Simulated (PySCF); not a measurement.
This PySCF input asks for the NMR shieldings of SMILES c1cc(CO)c(B(F)F)cc1, C7H7BF2O; the geometry comes from GFN2-xTB.

```python
import basis_set_exchange as bse
import numpy as np
from pyscf import gto, dft
from pyscf.prop import nmr

atoms = """
O    -2.342549    0.652740    0.141847
C    -1.803802   -0.572098   -0.367707
C    -0.304022   -0.535039   -0.228916
C     0.530984   -1.610541   -0.471060
C     1.898447   -1.442219   -0.330519
C     2.413498   -0.211758    0.043639
C     1.568955    0.859857    0.282437
C     0.195526    0.710826    0.147515
B    -0.949451    1.794367    0.391443
F    -1.182878    2.763222   -0.507325
F    -1.216087    2.193937    1.662216
H    -2.620152    0.552273    1.062192
H    -2.084500   -0.609775   -1.426340
H    -2.249099   -1.429924    0.143826
H     0.120041   -2.565486   -0.765125
H     2.562626   -2.273635   -0.513978
H     3.480832   -0.087557    0.149869
H     1.972872    1.817128    0.574331
"""
names = dict.fromkeys(["O", "C", "B", "F", "H"], "pcSseg-1")
basis = {el: gto.basis.parse(bse.get_basis(n, elements=[el], fmt="nwchem")) for el, n in names.items()}
mol = gto.M(atom=atoms, basis=basis, charge=0, verbose=0)
mf = dft.RKS(mol, xc="PBE0")
mf.grids.level = 2
mf.grids.alignment = dft.numint.BLKSIZE   # the property module wants whole blocks of grid points
mf.conv_tol = 1e-9
mf.kernel()

calc = nmr.RKS(mf)   # GIAO
C = mf.mo_coeff
Co = C[:, mf.mo_occ > 0]
resp = mf.gen_response(singlet=True, hermi=2)
def vind(x):   # induced exchange potential for any number of trial vectors
    d = np.einsum("pi,xij,qj->xpq", C, 2 * x.reshape(-1, C.shape[1], Co.shape[1]), Co, optimize=True)
    return np.einsum("xpq,pi,qj->xij", resp(d - d.transpose(0, 2, 1)), C, Co, optimize=True).ravel()
mo1, _ = nmr.rhf.solve_mo1(calc, with_cphf=vind)
sigma = calc.kernel(mo1)
for i, s in enumerate(sigma):   # ppm
    print("%2d %-2s %9.2f" % (i, mol.atom_pure_symbol(i), np.trace(s) / 3))
```

Task: What does it print?

Result: 
```
 0 O     257.53
 1 C     115.59
 2 C      39.87
 3 C      61.90
 4 C      53.00
 5 C      53.66
 6 C      50.51
 7 C      47.09
 8 B      84.91
 9 F     296.73
10 F     294.27
11 H      28.71
12 H      26.31
13 H      26.62
14 H      24.44
15 H      24.05
16 H      24.08
17 H      23.79
```

These numbers come from an equivalent density-fitted implementation of the same equations, which agrees with the script to about 0.01 ppm for H and up to a few tenths of a ppm for heavy atoms, so last digits may differ.

Size and cost of the density-fitted run: 222 basis functions, 97 s wall time on 1 thread of an Arm Neoverse V1, shared host; peak memory 0.93 GiB.
